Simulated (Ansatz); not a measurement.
Basis sets compared for SiHCl3. Charge 0, multiplicity 1. Geometry r2SCAN-D4/def2-SVP. Ansatz on 2 threads of Arm Neoverse V1 on a shared host; times are rough, and most runs start from earlier orbitals.

```xyz
5

Si   -0.106    0.003   -0.053
H    -1.425    0.041   -0.711
Cl    0.009   -1.639    1.168
Cl    0.154    1.699    1.067
Cl    1.369   -0.104   -1.472
```

Binding counts from free atoms (Si triplet, H doublet, Cl doublet) in the same basis, without a counterpoise term.

```tsv
level	functions	energy (Eh)	HOMO (eV)	LUMO (eV)	binding per atom (eV)	wall time
HF/STO-3G	37	-1650.0798	-11.39	6.14	2.83	0.15 s
HF/def2-TZVP	154	-1668.2253	-12.70	3.67	2.42	1.8 s
PBE-D4/def2-SVP	77	-1669.6034	-7.76	-0.87	3.21	0.9 s
PBE-D4/def2-TZVP	154	-1670.1946	-7.96	-1.29	3.25	1.9 s
PBE-D4/def2-TZVPD	190	-1670.1968	-8.03	-1.51	3.24	2.9 s
r2SCAN-D4/def2-TZVP (with forces)	154	-1670.7898	-8.35	-0.91	3.25	5.5 s
r2SCAN-D4/def2-TZVPD	190	-1670.7912	-8.38	-1.07	3.25	6 s
PBE0-D4/def2-SVP	77	-1669.7487	-9.26	0.11	3.16	1.2 s
PBE0-D4/def2-TZVP (with forces)	154	-1670.3337	-9.39	-0.28	3.22	4.2 s
PBE0-D4/def2-TZVPD	190	-1670.3354	-9.43	-0.56	3.22	4.5 s
```

Q: Estimate the rows for PBE0-D4/def2-QZVPP.

A: 
| level | functions | energy (Eh) | HOMO (eV) | LUMO (eV) | binding per atom (eV) | wall time |
| --- | --- | --- | --- | --- | --- | --- |
| PBE0-D4/def2-QZVPP | 310 | -1670.3844 | -9.42 | -0.45 | 3.22 | 9.5 s |
